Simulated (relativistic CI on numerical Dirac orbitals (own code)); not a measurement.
# Spin-allowed bands of a d2 ion in an octahedral site, by hand

Problem. Take Δ = 28000 cm⁻¹ and B = 630 cm⁻¹ for a d2 ion in an octahedral site. Calculate the three spin-allowed bands.

Working.
1. The terms of highest spin are 3F (energy 0) and 3P (15B = 9450 cm⁻¹). Here the F term splits into A2 at +1.2Δ = 33600, T2 at +0.2Δ = 5600 and T1 at −0.6Δ = -16800 cm⁻¹.
2. The two T1 states mix through the element 0.4Δ: H = [[-16800, 11200], [11200, 9450]], with roots ½(H₁₁ + H₂₂) ∓ ½√[(H₂₂ − H₁₁)² + 4H₁₂²] = ½(-7350) ∓ ½(34508) = -20929 and 13579 cm⁻¹.
3. The ground term is 3T1 at -20929 cm⁻¹.
4. Bands: 3T2 26529 cm⁻¹ (377 nm), 3T1(P) 34508 cm⁻¹ (290 nm), 3A2 54529 cm⁻¹ (183 nm).

Check. Exact diagonalisation of the whole d2 shell with these parameters gives 3T2 26529, 3T1 34508, 3A2 54529 cm⁻¹. The match is exact, since without spin-orbit coupling no other term has this spin. The ratio of the second band to the first, 1.301, depends on Δ/B = 44.4 alone, which is how a Tanabe-Sugano diagram is read.
